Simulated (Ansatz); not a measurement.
The same path of CH2OSSe (6 atoms, charge 0, multiplicity 1) was run twice with different band settings. The coordinate that changes most is the dihedral S3–C2–Se4–H6.

Level of theory: RKS PBE0-D4/def2-SVP (Ansatz).

Relaxed end points:

```xyz
6
Properties=species:S:1:pos:R:3
O -0.736 -1.532 1.137
C -0.279 -0.663 0.463
S 1.251 -0.912 -0.424
Se -1.229 1.030 0.345
H 1.336 0.306 -0.995
H -0.301 1.707 -0.573
```

```xyz
6
Properties=species:S:1:pos:R:3
O -0.808 -1.118 0.978
C -0.105 -0.476 0.263
S 1.414 -1.139 -0.396
Se -0.492 1.351 -0.283
H 1.776 -0.041 -1.097
H -1.743 1.360 0.489
```

Common settings: movable images 5; climbing image yes; spring 5.0 eV/Å²; start path IDPP; force threshold 0.03 eV/Å; end points relaxed.

| run | optimiser | iteration limit | largest step |
| --- | --- | --- | --- |
| 1 | quadratic models (default) | 59 | default |
| 2 | lbfgs | 60 | 0.02 Å |

Q: What does each run give, and how far can it be trusted?

A: Run 1: converged after 8 iterations, highest image 0.170 eV above the first end. A vibrational analysis at the climbing image gives one clearly imaginary mode, 253i cm⁻¹: a first-order saddle point.
Run 2: converged after 54 iterations, highest image 0.170 eV above the first end. Another band between the same ends (5 images) ends at a top of the same energy, where a vibrational analysis finds 1 clearly imaginary mode.
